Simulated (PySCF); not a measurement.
**Ce(IV) with different ligands**

Computed with PySCF 2.14.0, PBE0, def2-SVP on the ligands, density fitting, scalar-relativistic core potentials, no spin-orbit coupling, vacuum. The metal has lcecp-2-SVP with ECP46. Each complex is relaxed within the symmetry of a template of the same shape. Distances are means of the shortest metal–ligand contacts, charges and spins Mulliken's; removal energies are rigid, with the ligand's formal charge and no counterpoise, so too large; for an anion taken off a cation in vacuum most of it is the attraction of opposite charges, and multiply charged cations can part far more cheaply with an electron moved from ligand to metal. lcecp potentials hold a fixed number of 4f electrons in the core, out of states, spins and gaps.

| complex | point group | M–first ligand (Å) | charge on M (e) | removal of one first-named ligand (eV) | strongest infrared band, degenerate modes summed (cm⁻¹) | unstable modes (below −25 cm⁻¹) |
| --- | --- | --- | --- | --- | --- | --- |
| Ce(NH2)4 | S4 | 2.201 | 1.21 | 10.76 | 566 | 0 |

Question: Order these by the energy to remove one first-named ligand, lowest first.
A. Ce(OH)4
B. Ce(SH)4
C. CeH4
D. CeCl4
E. CeF4

Answer: B (9.44), D (10.04), C (10.53), A (11.39), E (12.62).

Question: What else do they give?

Answer: 
| complex | point group | M–first ligand (Å) | charge on M (e) | removal of one first-named ligand (eV) | strongest infrared band, degenerate modes summed (cm⁻¹) | unstable modes (below −25 cm⁻¹) |
| --- | --- | --- | --- | --- | --- | --- |
| Ce(SH)4 | S4 | 2.591 | 0.95 | 9.44 | 339 | 0 |
| CeH4 | Td | 1.975 | 1.14 | 10.53 | 1604 | 0 |
| CeCl4 | Td | 2.480 | 1.23 | 10.04 | 383 | 0 |
| CeF4 | Td | 2.033 | 1.73 | 12.62 | 626 | 0 |
| Ce(OH)4 | Td | 2.071 | 1.49 | 11.39 | 342 | 0 |

Moved off a saddle point of the template and relaxed again: Ce(NH2)4. One start shape was tried for each, so a minimum needn't be the lowest isomer.
